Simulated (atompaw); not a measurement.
# Ranking PAW (atompaw) potentials for Ca

All share these settings but for the change named:

calcium, PAW, made with atompaw 4.2.0.5 (PBE, scalar-relativistic). Core [Ne], reference 3s2 3p6 3d0 4s2 4p0. Waves: 3s (bound): rc 1.75 bohr; 4s (bound): rc 2.20 bohr; 3p (bound): rc 1.90 bohr; 4p (bound, empty): rc 2.20 bohr; 3d (bound, empty): rc 2.20 bohr; 3d channel at 2 Ry: rc 2.20 bohr. Local part: vpsmatchnc scheme with l = 3 at 0 Ry, radius 1.60 bohr. Core correction: smooth core density matched at 2.15 bohr. Augmentation charge: besselshape compensation charge, radius 1.70 bohr; PAW radius 2.20 bohr; waves and projectors: custom polynom2 7 10 vanderbiltortho.

Cutoff: the first of the cutoffs (Ry, on a coarse ladder) from which the occupation-weighted sum of valence levels, in a spherical-Bessel basis at the reference potential, stays within 10 and 1 mRy of its value at 400 Ry; the density cutoff is not measured.

The base gives 21 Ry.

Of 7 variants that were run, those that failed, showed a ghost or another fault, or gave nearly equal values are left out.

A variant can come out equal or close to the base.

(1) Rank these variants from softest to hardest (loose cutoff).
A. all radii scaled by about 0.85 (s 1.50, p 1.62, d 1.88 bohr); local potential vpsmatchnc scheme with l = 3 at 0 Ry, radius 1.36 bohr; augmentation besselshape compensation charge, radius 1.46 bohr; PAW radius 1.88 bohr; waves and projectors: custom polynom2 7 10 vanderbiltortho; core correction smooth core density matched at 1.84 bohr
B. all radii scaled by about 1.27 (s 2.22, p 2.40, d 2.80 bohr); local potential vpsmatchnc scheme with l = 3 at 0 Ry, radius 2.02 bohr; augmentation besselshape compensation charge, radius 2.16 bohr; PAW radius 2.80 bohr; waves and projectors: custom polynom2 7 10 vanderbiltortho; core correction smooth core density matched at 2.72 bohr
C. all radii scaled by about 0.91 (s 1.60, p 1.72, d 2.00 bohr); local potential vpsmatchnc scheme with l = 3 at 0 Ry, radius 1.46 bohr; augmentation besselshape compensation charge, radius 1.54 bohr; PAW radius 2.00 bohr; waves and projectors: custom polynom2 7 10 vanderbiltortho; core correction smooth core density matched at 1.96 bohr

Answers

(1) B (18 Ry), C (21 Ry), A (25 Ry).
